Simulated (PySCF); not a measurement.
Radial density of Br+ (bromine, charge +1)

PBEsol, [Ar] 3d10 4s2 4p3 5s1, high-spin 5S determinant (an excited configuration). Computed with PySCF 2.14 in aug-cc-pVDZ-PP with ECP10MDF, with scalar relativity through the core potential. This is the valence pseudo-density: the core potential removes the inner electrons and smooths the orbitals near the nucleus.

| r (bohr) | 4πr²ρ (e/bohr) | 4πr²(ρα − ρβ) |
| --- | --- | --- |
| 0.000635 | 2.398e-05 | 0.0000 |
| 0.00107 | 6.775e-05 | 0.0000 |
| 0.00180 | 0.0001908 | 0.0000 |
| 0.00302 | 0.0005334 | 0.0000 |
| 0.00508 | 0.001458 | 0.0000 |
| 0.00855 | 0.003762 | 0.0000 |
| 0.0144 | 0.008474 | 0.0001 |
| 0.0242 | 0.01560 | 0.0002 |
| 0.0407 | 0.03151 | 0.0003 |
| 0.0684 | 0.1526 | 0.0008 |
| 0.115 | 1.246 | 0.0038 |
| 0.194 | 7.331 | 0.0469 |
| 0.326 | 25.83 | 0.3381 |
| 0.548 | 31.36 | 0.2012 |
| 0.921 | 8.987 | 0.4696 |
| 1.55 | 3.957 | 2.0186 |
| 2.61 | 1.128 | 0.8702 |
| 4.38 | 0.3277 | 0.3240 |
| 7.37 | 0.02813 | 0.0281 |

Energies and moments cover only the electrons outside the core potential. The outer electron is Rydberg-like, and this basis confines it to a smaller radius and binds it less than a complete one would.
